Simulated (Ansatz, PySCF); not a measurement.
C3H6O2Si, SMILES C=C=C[SiH](O)O. Atoms are numbered in the order given.

```xyz
12

C      2.5614     1.0079    -0.8803
C      1.3536     0.5444    -1.0857
C      0.1340     0.0871    -1.2160
Si    -0.9614     0.0024     0.2881
O     -1.3612    -1.6024     0.4458
O     -0.1502     0.6145     1.5968
H      2.7828     2.0743    -0.9902
H      3.3870     0.3371    -0.6210
H     -0.2108    -0.2609    -2.1986
H     -2.1967     0.8216     0.1711
H     -2.0191    -1.8116     1.1156
H      0.8030     0.4749     1.5966
```

Coordinates come from a PBE0-D3(BJ)/def2-SVP optimisation. This is a generated structure with no PubChem entry under its InChIKey; it may be hypothetical. Other conformers were not sampled.

Two levels are set side by side: PBE-D3(BJ)/def2-SVP (Ansatz, a quantum-chemistry and plane-wave program) and PBE0-D3(BJ)/def2-SVP (Ansatz). Each level has its own optimised geometry; the coordinates shown are those of the second. Frequencies come from the Hessian of PySCF at each geometry. Differences are taken from unrounded values.

| quantity | PBE0-D3(BJ) |
|---|---|
| mean bond length (Å) | 1.318 |
| bond C1–C2 (Å) | 1.310 |
| bond C2–C3 (Å) | 1.309 |
| bond C3–Si4 (Å) | 1.863 |
| bond Si4–O5 (Å) | 1.661 |
| bond Si4–O6 (Å) | 1.657 |
| bond C1–H7 (Å) | 1.095 |
| bond C1–H8 (Å) | 1.095 |
| bond C3–H9 (Å) | 1.098 |
| bond Si4–H10 (Å) | 1.487 |
| bond O5–H11 (Å) | 0.962 |
| bond O6–H12 (Å) | 0.963 |
| highest harmonic wavenumber (cm⁻¹) | 3929 |
| mean harmonic wavenumber (cm⁻¹) | 1233 |
| zero-point energy (kcal/mol) | 52.88 |

Problem. What does PBE-D3(BJ) give, and how far is it from PBE0-D3(BJ)? (The exact figures need the calculation; the answer reports its results.)

Solution. 
| quantity | PBE-D3(BJ) | PBE-D3(BJ) minus PBE0-D3(BJ) |
|---|---|---|
| mean bond length (Å) | 1.330 | 0.011 |
| bond C1–C2 (Å) | 1.319 | 0.010 |
| bond C2–C3 (Å) | 1.318 | 0.009 |
| bond C3–Si4 (Å) | 1.875 | 0.012 |
| bond Si4–O5 (Å) | 1.679 | 0.017 |
| bond Si4–O6 (Å) | 1.674 | 0.017 |
| bond C1–H7 (Å) | 1.103 | 0.008 |
| bond C1–H8 (Å) | 1.103 | 0.008 |
| bond C3–H9 (Å) | 1.106 | 0.008 |
| bond Si4–H10 (Å) | 1.499 | 0.012 |
| bond O5–H11 (Å) | 0.974 | 0.012 |
| bond O6–H12 (Å) | 0.976 | 0.012 |
| highest harmonic wavenumber (cm⁻¹) | 3757 | -172 |
| mean harmonic wavenumber (cm⁻¹) | 1189 | -44 |
| zero-point energy (kcal/mol) | 50.99 | -1.89 |

GGA bonds tend to be longer and softer than those of functionals with exact exchange. Differences between two approximate levels are no errors against the true value.
